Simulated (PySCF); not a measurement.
**Cost of excited-state runs on `N#C[C@H]1CC[C@@H]1[SiH2]O`, C₅H₉NOSi**

Geometry (Å), atoms numbered from 1 in this order:
```xyz
17

N    -0.5472    3.2542    1.1346
C    -0.6206    2.1422    0.8707
C    -0.6893    0.7653    0.4934
C    -1.6353    0.4258   -0.6773
C    -0.5028   -0.3602   -1.3472
C     0.5050    0.2492   -0.3534
Si    1.7349   -0.8995    0.5154
O     0.7638   -1.9720    1.2598
H    -0.8748    0.1501    1.3760
H    -1.9301    1.3116   -1.2385
H    -2.5255   -0.1389   -0.4071
H    -0.6146   -1.4355   -1.2242
H    -0.3257   -0.1409   -2.3983
H     1.0311    1.0914   -0.8067
H     2.5292   -0.1620    1.4971
H     2.5877   -1.5660   -0.4694
H     1.1073   -2.7028    1.7651
```

PySCF with density fitting, on 1 thread of an Intel Xeon Platinum 8375C, shared host. Command: `OMP_NUM_THREADS=1 python excited_run.py task.json out`

Task: How long does this run take, and how much memory?
- circular dichroism and optical rotation, B3LYP/def2-SVPD; 12 states

Result: 
| run | level | basis functions | wall time | peak memory (GiB) |
| --- | --- | --- | --- | --- |
| circular dichroism and optical rotation | B3LYP/def2-SVPD | 239 | 100 s | 1 |

Times from a shared host are rough.
